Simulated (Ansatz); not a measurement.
Reaction (atomization): `N[BH][SbH2]` → B• + 5 H• + N• + Sb•

Isolated molecules relaxed with PBE0-D4/def2-TZVP in Ansatz; ΔE leaves out vibrations. CCSD(T)/CBS is the MP2 limit (def2-TZVPP, def2-QZVPP) plus CCSD(T) − MP2 in def2-TZVPP, frozen cores. This one scheme is used for every species, atoms too. Functionals use def2-TZVPP. Open shells (•) are unrestricted, without spin–orbit coupling. Spin–orbit coupling would lower the free atoms: a little for B. Elements past krypton have def2 core potentials. Bonds to Sb are less sure, by a few kJ/mol each and by 10 to 20 or more in all where they break to atoms, as the def2 sets lack core-valence functions. Each species was taken in one conformer, which may not be the lowest.

```
      species  ωB97M-V energy (Eh)
`N[BH][SbH2]`           -322.83191
           B•            -24.64963
           H•             -0.49411
           N•            -54.59261
          Sb•           -240.17932
```

(1) Work out ΔE.

Largest T1 diagnostic among the species: 0.014.

Results:

(1) ΔE = 5 × (-0.49411) + (-24.64963) + (-54.59261) + (-240.17932) − (-322.83191) = 0.93980 Eh = +25.57 eV. CCSD(T)/CBS gives +25.44 eV.

From PBE to PBE0 (25 % exact exchange), in def2-TZVPP and without D4, ΔE moves by −0.49 eV: exact exchange takes away binding that semilocal exchange gives to molecules. In def2-TZVPP, CCSD(T) changes the Hartree–Fock value by +7.01 eV (the triples alone add +0.39 eV) and MP2 by +6.89 eV; breaking electron pairs costs correlation energy, which Hartree–Fock lacks.

For atomizations the MP2-based limit and the directly extrapolated one differ by several kJ/mol either way, and by 10 to 25 for some Ge, Se and Sn compounds, so smaller differences from it don't rank the levels.
